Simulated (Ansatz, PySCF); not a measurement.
Gas-phase reaction (SMILES): CC[N](C)[GeH3] [N-germyl-N-methylethanamine] → [CH2][N](C)[GeH3] + [CH3] (CH3); the C-C bond at the site shown breaks (other sites are not compared here).

Structures are relaxed separately at B3LYP-D3(BJ)/def2-TZVP in Ansatz (an electronic-structure program), one conformer each, not searched for the lowest. Cores are frozen in the correlated levels unless marked. Open shells are spin-unrestricted. No spin-orbit coupling. The frozen core is the preceding noble-gas configuration, with the filled d and f shells of earlier blocks. Non-relativistic. Basis-set limits of correlation are two-point, X^-3; Hartree-Fock from the larger set. Thermal terms are rigid-rotor harmonic-oscillator values from B3LYP-D3(BJ) frequencies (PySCF) at 298.15 K and 1 atm. 1 Eh = 627.5095 kcal/mol. Electronic entropy comes from spin alone.

```tsv
species	E, CCSD(T)/CBS(cc-pVTZ,cc-pVQZ) (Ansatz) (Eh)	E, PBE/def2-TZVPD (Ansatz) (Eh)	H - E (Eh)	G - E (Eh)
CC[N](C)[GeH3]	-2250.97597	-2252.17820	0.14224	0.10070
[CH2][N](C)[GeH3]	-2211.06008	-2212.26069	0.09898	0.05970
[CH3] (CH3)	-39.77878	-39.78820	0.03371	0.01164
```

**Question.** Work out ΔE and ΔH, ΔG, ΔS and the equilibrium constant at 298.15 K at the first level, then ΔH at the second.

**Answer.** 
1. ΔE = [(-2211.06008) + (-39.77878)] - [(-2250.97597)] = 0.13711 Eh = 86.0 kcal/mol at CCSD(T)/CBS(cc-pVTZ,cc-pVQZ).
2. The terms H - E add up to -0.00955 Eh, so ΔH = (0.13711 + (-0.00955))×627.5095 = 80.0 kcal/mol.
3. The terms G - E add up to -0.02936 Eh, so ΔG = 67.6 kcal/mol, and ΔS = (-0.00955 - (-0.02936))×627509.5/298.15 = 41.7 cal/(mol K).
4. log10 K = -ΔG/(RT ln 10) = -49.6, with RT ln 10 = 1.3642 kcal/mol.
5. With ΔH and ΔS taken as constant, ΔG changes sign near ΔH/ΔS = 1920 K, a rough figure that leaves out heat capacities.
6. At PBE/def2-TZVPD the same steps give ΔE = 81.1 and ΔH = 75.2 kcal/mol, a shift of -4.8 from the first level.
7. These values are not checked against measurement here, since the tables used lack a sound gas-phase enthalpy of formation for at least one species.
